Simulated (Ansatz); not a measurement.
`FB[SiH2]S` and `FB[SiH3]` differ in one atom or group.

Ansatz, PBE0-D4/def2-TZVP geometries, multiplicity 1. Each molecule was computed in one conformer, which needn't be the lowest.

```csv
property,`FB[SiH2]S`
"ideal-gas entropy at 298 K and 1 bar (rigid rotor, harmonic PBE0-D4/def2-TZVP) / J/(mol·K)",341
size of the dipole moment (PBE/def2-TZVPP) / D,0.59
HOMO–LUMO gap (ωB97M-V/def2-TZVPP) / eV,9.49
HOMO energy (B3LYP/def2-TZVPP) / eV,-7.12
HOMO–LUMO gap (PBE/def2-TZVPP) / eV,3.28
LUMO energy (PBE0/def2-TZVPP) / eV,-1.94
```

Problem. What does the change do to each property? (Best estimate.)

Solution. Ansatz gave: 
| property | `FB[SiH3]` | shift |
| --- | --- | --- |
| ideal-gas entropy at 298 K and 1 bar (rigid rotor, harmonic PBE0-D4/def2-TZVP) / J/(mol·K) | 297 | -44 |
| size of the dipole moment (PBE/def2-TZVPP) / D | 0.42 | -0.17 |
| HOMO–LUMO gap (ωB97M-V/def2-TZVPP) / eV | 10.63 | 1.14 |
| HOMO energy (B3LYP/def2-TZVPP) / eV | -8.00 | -0.88 |
| HOMO–LUMO gap (PBE/def2-TZVPP) / eV | 4.12 | 0.84 |
| LUMO energy (PBE0/def2-TZVPP) / eV | -1.75 | 0.19 |

With PBE0 the HOMO falls by 0.85 eV and the LUMO rises by 0.19 eV, so the gap widens by about 1.04 eV. PBE moves the HOMO by -0.72 eV and ωB97M-V by -0.90 eV. The zero-point energy changes by -7.1 kJ/mol with -3 modes. Dipoles are sizes alone; their direction can turn. Modes under 60 cm⁻¹, often nearly free rotors, make the harmonic entropy too high.

B3LYP here is the variant with VWN-RPA as its local correlation; programs differ in this.
